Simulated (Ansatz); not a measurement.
The first iterations of a band of C3H9NSe (14 atoms, charge 0, multiplicity 1).

Level of theory: RKS B3LYP/def2-SVP in Ansatz.

- movable images: 1
- climbing image: yes
- spring: 5.0 eV/Å²
- optimiser: quadratic models (default)
- start path: through a guess of the saddle point
- force threshold: 0.05 eV/Å
- iteration limit: 60
- end points: relaxed

First end point:

```xyz
14
Properties=species:S:1:pos:R:3
C -1.778 1.057 0.356
C -0.274 1.296 0.312
Se 0.791 0.071 1.440
C 0.903 -1.417 0.138
N 1.510 -1.002 -1.104
H -2.179 1.178 1.374
H -2.302 1.773 -0.303
H -2.039 0.043 0.014
H -0.015 2.307 0.663
H 0.138 1.173 -0.701
H 1.430 -2.210 0.705
H -0.118 -1.779 -0.061
H 2.502 -0.799 -0.982
H 1.417 -1.721 -1.822
```

Last end point:

```xyz
14
Properties=species:S:1:pos:R:3
C -1.730 0.991 0.298
C -0.235 1.286 0.259
Se 0.874 0.121 1.408
C 0.910 -1.497 0.194
N 1.551 -1.369 -1.076
H -2.129 1.093 1.319
H -2.282 1.688 -0.356
H -1.954 -0.032 -0.044
H -0.019 2.308 0.607
H 0.172 1.211 -0.762
H 1.421 -2.247 0.816
H -0.131 -1.824 0.062
H 2.499 -1.004 -0.988
H 1.039 -0.756 -1.709
```

| iteration | highest image above the first end (eV) | largest band force component (eV/Å) |
| --- | --- | --- |
| 1 | 0.874 | 3.039 |
| 2 | 0.391 | 1.749 |
| 3 | 0.146 | 1.575 |
| 4 | 0.067 | 0.759 |

Q: Does the band converge within its limit, and where does its top end?

A: The run converged. It ended after 13 iterations with the highest image 0.088 eV above the first end. Another band between the same ends (5 images) ends at a top of the same energy, where a vibrational analysis finds 1 clearly imaginary mode. So few images can step over the top or miss a turn of the path.

The run took 69 s on 2 threads of Arm Neoverse V1, on a shared host, peak memory 0.4 GiB.
